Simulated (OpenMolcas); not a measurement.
Levels of neutral strontium by method

```yaml
Program: OpenMolcas
Basis: ANO-RCC [11s10p7d4f2g]
Scalar_Hamiltonian: DKH2, point nucleus
Active_space: 2 electrons in 8 orbitals (5s 5p 6s 6p)
State_averaging: 2S+1 = 3 even, 3 roots; 2S+1 = 1 even, 7 roots; 2S+1 = 3 odd, 3 roots; 2S+1 = 1 odd, 3 roots
Spin-orbit_coupling: state interaction with AMFI integrals over the reference wave functions, term energies averaged over their components
```

Methods on the same reference wave functions:
A. CASSCF
B. SS-CASPT2, IPEA 0.25 Eh, imaginary shift 0.1 Eh (closed shells correlated: 4s 4p)
C. MS-CASPT2, IPEA 0.25 Eh, imaginary shift 0.1 Eh (closed shells correlated: 4s 4p)

Energies in cm-1 above 5s2 1S0, the measured ground level; measured values from NIST Handbook of Basic Atomic Spectroscopic Data.

```csv
Level,A,B,C,Measured
5s2 1S0,0.0,0.0,0.0,0.0
5s 5p 3P* 0,13120,14120,14220,14318
5s 5p 3P* 1,13255,14250,14360,14504
5s 5p 3P* 2,13527,14530,14630,14899
5s 5p 1P* 1,25682,23570,23680,21698
```

Deviations, from unrounded energies. A percentage is the sum of absolute deviations over the sum of measured energies, with the sign that they share, or ± where signs differ.

| Against measurement | Levels | A | B | C |
| --- | --- | --- | --- | --- |
| mean absolute deviation (cm-1) | 4 | 2000 | 670 | 620 |
| other configurations (%) | 4 | ±11.9 | ±4.1 | ±3.8 |

C lies closest to measurement on these levels and A furthest from it. The largest miss of C in the table is 5s 5p 1P* 1, by +2000 cm-1. The ranking rests on the paired levels alone, and a cruder setting can come out closer through cancelling errors.

Between B and C the level of the table that moves most is 5s 5p 3P* 2, by 100 cm-1 (lowest in B, highest in C). Moves below CASPT2's spread within the term are not significant.

The lowest spin-free term lies below A's lowest term by 0.236 hartree in B, 0.236 hartree in C.

Over all roots computed the reference weight is 0.87 to 0.94 in B, 0.87 to 0.94 in C; the roots of lowest weight are the least certain, and an intruder state may touch them. The run also gave levels led by 5s 6s, which use shells meant for correlation; these and all levels above them are left out. Without dynamic correlation excited terms often stand tens of per cent too high (terms of higher spin than the ground term too low), and those without a measured partner can miss by more than the paired ones (holds for A). Measured partners are found by configuration, term and J. A level has none where our copy of the source lacks it or the pairing is in doubt (some pairs that miss far off the trend of their configuration count as doubtful), and it then counts in no deviation. Only configurations of the active space appear. Levels that lie high or do not pair safely by name in every column are left out.

* marks odd parity.
